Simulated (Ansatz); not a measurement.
```yaml
crystal:
  periodic: [false, false, false]
  atoms:
    - {symbol: N, position_ang: [1.053746, -1.147239, 0.840478]}
    - {symbol: C, position_ang: [0.601890, -0.563344, 0.479023]}
    - {symbol: Sn, position_ang: [-0.241965, 0.222280, -0.150691]}
    - {symbol: F, position_ang: [-1.058120, -0.455117, -0.710007]}
    - {symbol: F, position_ang: [0.333972, 0.908754, -0.975661]}
    - {symbol: F, position_ang: [-0.651119, 0.928996, 0.576149]}
basis:
  gaussian: {orbitals: def2-mTZVPP, point_charges: [{charge: 2.00, position_ang: [4.863, 0.722, -0.858]}]}
hamiltonian: {xc: {name: HSE06}}
accuracy: high
output: {forces: true}
```

```sh
$ ansatz run in.yaml --threads 2 --pin off --events-out ev --progress --plain --max-ram 32768MiB --backend cpu
```

Shortened log:

```
Functional definition: HSE06
2914 factors; integrals over basis functions are off by at most 3.3e-9 eV
106 factors; integrals over basis functions are off by at most 1.0e-9 eV
mean field evaluation 1: about -16330.5623 eV, gradient 1.3e2 eV
mean field evaluation 2: about -16267.6461 eV, gradient 2.0e2 eV
mean field evaluation 4: about -16355.3785 eV, gradient 2.0e1 eV
mean field evaluation 8: about -16356.5618 eV, gradient 1.9e0 eV
mean field evaluation 16: about -16356.5666 eV, gradient 1.4e-4 eV
mean field -16356.56661918 eV, -601.0927363757 hartree, gradient 1.8e-8 eV, S^2 0.000000; 0 other end points of the search recorded, 0 dependent functions left out
reference -16356.56662299 eV, -601.0927365156 hartree; 31, 31 occupied and 120, 120 virtual orbitals, 2914 factors
Total energy: -16356.56662299 eV, -601.0927365156 hartree
Atom 0 at     1.053746    -1.147239     0.840478 Å, force    71.239070   -92.524340    57.983890 eV/Å
Atom 1 at     0.601890    -0.563344     0.479023 Å, force   -15.568980    41.403716   -18.473755 eV/Å
Atom 2 at    -0.241965     0.222280    -0.150691 Å, force    96.939416  -124.446609   -31.532868 eV/Å
Atom 3 at    -1.058120    -0.455117    -0.710007 Å, force  -117.006858   -91.634727   -79.700585 eV/Å
Atom 4 at     0.333972     0.908754    -0.975661 Å, force    70.156200    89.025112  -105.654479 eV/Å
Atom 5 at    -0.651119     0.928996     0.576149 Å, force  -105.590936   178.327600   177.272615 eV/Å
Dipole moment:    -0.730426     0.313151    -0.141996 e Å
```

In this input the geometry is squeezed to about two thirds of its size. The run converged. The result belongs to that input, not to the molecule as meant.
